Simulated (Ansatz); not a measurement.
Born–Oppenheimer molecular dynamics of BClGaH₅OSi (10 atoms, charge 0, multiplicity 1). It starts at the highest image of a converged band. Of that band: Neighbouring images differ by up to 2.7 eV, so the band resolves the path poorly. A vibrational analysis at the climbing image gives one clearly imaginary mode, 1453i cm⁻¹: a first-order saddle point.

The calculation used Ansatz 0.2.0, RHF/def2-SVP.

```json
{
  "ensemble": "NVE (velocity Verlet)",
  "time step": "0.5 fs",
  "steps asked": "200",
  "starting velocities drawn for": "300 K",
  "seed": "9208"
}
```

First frame:

```xyz
10
Properties=species:S:1:pos:R:3
O -1.504 -0.024 0.811
B -0.341 0.033 0.165
Si 1.045 -1.473 0.332
Ga -0.193 2.238 -1.237
Cl -2.176 2.780 -0.571
H -2.089 0.714 0.672
H 2.318 -0.891 0.840
H 1.324 -2.012 -1.028
H 0.658 -2.603 1.216
H 0.957 1.238 -1.200
```

**Question.** What does the run give?

**Answer.** The run went to its last step.

- steps done: 200
- time covered: 100 fs
- mean temperature over the second half: 1876 K
- spread of the potential energy over the second half: 84.2 meV per atom
- mean potential energy of the second half above the start: -163.0 meV per atom

The conserved energy stayed within 0.3 meV per atom of its start (net change -0.26 meV per atom), so the integration is sound. The kinetic energy rose, since the run started high on the potential surface and went downhill. A run of 0.1 ps of so small a system gives no equilibrium averages. The orbitals stay closed-shell, which can raise the energy where a bond breaks towards radicals; this wasn't checked here.

**Question.** What happens to the structure?

**Answer.** Between its relaxed ends the band would form B2–H10 and break B2–Ga4, Ga4–H10. These pairs go: B2–H10 2.24 → 4.02 Å, B2–Ga4 2.62 → 2.49 Å, Ga4–H10 1.52 → 1.66 Å. In the last frame they stand as before the step (other bonds may differ from the relaxed reactants and products). It ends as one piece, BClGaH5OSi. Pairs count as bonded within 1.25 times the sum of covalent radii (0.12 Å more for H–H). The details hang on the random start.

**Question.** How do temperature and energy run in time?

**Answer.** 
```tsv
time (fs)	T (K)	potential energy less start (eV)	conserved less start (meV/atom)
0.0	300	0.000	0.00
8.0	605	-0.315	0.12
16.0	2442	-2.217	-0.17
24.0	2128	-1.890	-0.04
32.0	1754	-1.506	-0.20
40.0	2147	-1.912	-0.26
48.0	2577	-2.355	-0.02
56.0	2599	-2.380	-0.20
64.0	405	-0.108	0.11
72.0	1780	-1.531	-0.04
80.0	2902	-2.692	-0.13
88.0	2086	-1.848	-0.11
96.0	1132	-0.859	0.17
```

Run time: 4.2 min on 2 threads of Intel(R) Xeon(R) 6975P-C (Granite Rapids), on a shared host, peak memory 0.3 GiB.
